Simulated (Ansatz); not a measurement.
Ga2S3⁺. Charge 1, multiplicity 2. Geometry B3LYP-D4/def2-SVP, that of the neutral singlet; atoms count from 1.

```xyz
5

Ga   -0.039   -0.049    1.669
Ga    0.376    0.334   -1.593
S    -0.398   -0.307   -3.351
S     1.264    1.072    0.287
S    -1.204   -1.051    2.987
```

The structure comes from a short search, and lower isomers may exist.

Question: Estimate the Mulliken populations from the PBE0/def2-TZVP orbitals of Ansatz.

Answer: 
```tsv
atom	charge (e)	spin (α − β)
Ga1	0.52	-0.05
Ga2	0.52	-0.05
S3	0.02	0.51
S4	-0.08	0.07
S5	0.02	0.51
```
Mulliken values depend strongly on the basis.

Question: Where does the spin sit?

Answer: Summed by element: Ga -0.09, S 1.09, of 1 unpaired in all. Largest on single atoms: S5 0.51, S3 0.51, S4 0.07.

Question: And the Mayer bond orders between heavy atoms (over 0.3)?

Answer: Ga1–S4 1.17 (2.21 Å); Ga1–S5 1.84 (2.02 Å); Ga2–S3 1.84 (2.02 Å); Ga2–S4 1.17 (2.21 Å).
